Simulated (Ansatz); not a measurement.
CH₅NO₂SSi, SMILES `N[Si]1(O)OCS1`, relaxed with RKS PBE0-D4/def2-TZVP in Ansatz from a PBE-D4/def2-SVP geometry. The force threshold is 0.005 eV/Å; the program also tests the step.

Charge 0, multiplicity 1.

Start:

```xyz
11

N     1.498   -0.601   -1.030
Si    0.134   -0.458    0.002
O     0.024   -1.863    0.893
O    -0.032    0.831    1.101
C    -1.200    1.427    0.558
S    -1.573    0.399   -0.977
H     2.368   -1.030   -0.707
H     1.663    0.112   -1.743
H     0.201   -2.672    0.382
H    -2.059    1.369    1.260
H    -1.024    2.484    0.261
```

```json
{"step": "1", "energy (eV)": "-25408.7073", "largest force (eV/Å)": "1.075", "largest move (Å)": "0.000"}
{"step": "2", "energy (eV)": "-25408.7884", "largest force (eV/Å)": "0.608", "largest move (Å)": "0.029"}
{"step": "3", "energy (eV)": "-25408.8107", "largest force (eV/Å)": "0.099", "largest move (Å)": "0.022"}
{"step": "4", "energy (eV)": "-25408.8122", "largest force (eV/Å)": "0.074", "largest move (Å)": "0.006"}
{"step": "5", "energy (eV)": "-25408.8135", "largest force (eV/Å)": "0.024", "largest move (Å)": "0.015"}
{"step": "6", "energy (eV)": "-25408.8138", "largest force (eV/Å)": "0.021", "largest move (Å)": "0.007"}
{"step": "7", "energy (eV)": "-25408.8138", "largest force (eV/Å)": "0.009", "largest move (Å)": "0.008"}
{"step": "8", "energy (eV)": "-25408.8139", "largest force (eV/Å)": "0.009", "largest move (Å)": "0.002"}
{"step": "9", "energy (eV)": "-25408.8139", "largest force (eV/Å)": "0.007", "largest move (Å)": "0.005"}
{"step": "10", "energy (eV)": "-25408.8139", "largest force (eV/Å)": "0.003", "largest move (Å)": "0.002"}
```

End:

```xyz
11

N     1.483   -0.569   -0.998
Si    0.130   -0.442    0.008
O     0.029   -1.829    0.859
O    -0.034    0.812    1.079
C    -1.200    1.414    0.543
S    -1.565    0.389   -0.954
H     2.318   -1.055   -0.715
H     1.661    0.119   -1.711
H     0.213   -2.644    0.388
H    -2.028    1.357    1.250
H    -1.008    2.448    0.253
```

Hardware: 4 threads of an Intel Xeon 6975P-C on a shared host. Wall time 29 s, peak host memory 0.71 GiB.
